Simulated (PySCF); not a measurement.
C₃H₅O₂, SMILES CCO[C]=O, multiplicity 2.

Coordinates come from a PBE-D3(BJ)/def2-SVP optimisation. The isomer is the one that the SMILES or the coordinates give; other isomers of the formula were not compared. The values are those of a single conformer.

Level of theory: PBE-D3(BJ)/def2-SVP in PySCF.

No scaling factor is applied to the harmonic values.

Question: Give all harmonic wavenumbers and intensities. (Estimate from the structure and the level; the computed values follow.)

Answer: 
```
mode  ν (cm⁻¹)  IR (km/mol)  moving atoms (share of kinetic energy)
----  --------  -----------  --------------------------------------
1           69          0.3                  O 40 %, C 33 %, H 27 %
2          218          2.9                  H 62 %, O 26 %, C 12 %
3          278          2.2                  H 46 %, C 40 %, O 14 %
4          324          2.0                  C 53 %, H 24 %, O 23 %
5          455          5.3                  O 47 %, C 38 %, H 16 %
6          728          1.1                  O 39 %, H 33 %, C 28 %
7          765         13.9                  C 43 %, O 31 %, H 27 %
8          804          7.3                  H 61 %, O 26 %, C 13 %
9          975         33.5                          C 51 %, H 44 %
10        1078          9.8                          C 58 %, H 40 %
11        1117         41.6                  C 51 %, H 37 %, O 12 %
12        1143         91.7                  C 37 %, O 34 %, H 28 %
13        1256          5.9                                  H 88 %
14        1320          0.6                          H 78 %, C 18 %
15        1351         15.4                          H 73 %, C 24 %
16        1406          9.8                                  H 97 %
17        1413          2.1                          H 90 %, C 10 %
18        1429          6.0                                  H 95 %
19        1822        270.0                          C 62 %, O 38 %
20        2981          7.0                                  H 97 %
21        3004         17.0                                  H 95 %
22        3072          6.4                           H 91 %, C 9 %
23        3074          3.8                          H 90 %, C 10 %
24        3094         11.8                          H 90 %, C 10 %
```
